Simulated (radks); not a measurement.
The numbers below are computed, except where a source is named.
Neutral rhodium, configuration [Kr] 4d7 5s1 5p1 (not the ground configuration).

Code: a radial shooting solver on a logarithmic mesh with Libxc functionals. Model: scalar-relativistic Kohn-Sham, PBE, spin-polarised, spherical densities, finite nucleus; open shells are filled with parallel spins first (spin-orbit coupling, left out, can overturn this in heavy ions); Fermi nuclear charge, rms radius 4.4945 fm.

Energy parts (eV):
total: -130176.176
kinetic: 134814.078
electron-nucleus: -314005.126
Hartree: 52779.843
exchange-correlation: -3764.972

Orbitals (lengths in bohr, moments of r in powers of bohr):
1s up: occ. 1; eigenvalue (eV) -23042.86; <r^2> 0.001438
1s down: occ. 1; eigenvalue (eV) -23042.83; <r^2> 0.001438
2s up: occ. 1; eigenvalue (eV) -3345.308; <r^2> 0.02374
2s down: occ. 1; eigenvalue (eV) -3344.832; <r^2> 0.02374
2p up: occ. 3; eigenvalue (eV) -2998.598; <r^2> 0.01869
2p down: occ. 3; eigenvalue (eV) -2998.231; <r^2> 0.01869
3s up: occ. 1; eigenvalue (eV) -602.0362; <r^2> 0.1747
3s down: occ. 1; eigenvalue (eV) -601.7746; <r^2> 0.1746
3p up: occ. 3; eigenvalue (eV) -488.0776; <r^2> 0.1772
3p down: occ. 3; eigenvalue (eV) -487.7804; <r^2> 0.1771
3d up: occ. 5; eigenvalue (eV) -305.9176; <r^2> 0.1640
3d down: occ. 5; eigenvalue (eV) -305.4691; <r^2> 0.1639
4s up: occ. 1; eigenvalue (eV) -88.3489; <r^2> 1.085
4s down: occ. 1; eigenvalue (eV) -86.2201; <r^2> 1.079
4p up: occ. 3; eigenvalue (eV) -56.1830; <r^2> 1.328
4p down: occ. 3; eigenvalue (eV) -53.9239; <r^2> 1.320
4d up: occ. 5; eigenvalue (eV) -10.9936; <r^2> 2.713
4d down: occ. 2; eigenvalue (eV) -8.5570; <r^2> 2.749
5s up: occ. 1; eigenvalue (eV) -6.9704; <r^2> 10.16
5s down: occ. 0; eigenvalue (eV) -4.9333; <r^2> 10.85
5p up: occ. 1; eigenvalue (eV) -2.4764; <r^2> 20.15

The highest occupied level is 5p up at -2.476 eV. The configuration is held as typed, so some empty levels lie below it. Spin moment in Bohr magnetons: 5. Summed over all electrons, <r^2> = 62.70 bohr^2, which gives a Langevin (diamagnetic) susceptibility term of -49.7 x 10^-6 cm^3/mol. The density falls to 0.001 e/bohr^3 at r = 4.76 bohr. The electron density at the nucleus is 1.238e+05 e/bohr^3 (large components only). The spin density at the nucleus is 16.20 e/bohr^3 (1s 0.02, 2s -0.86, 3s 0.40, 4s -1.87, 5s 18.51).
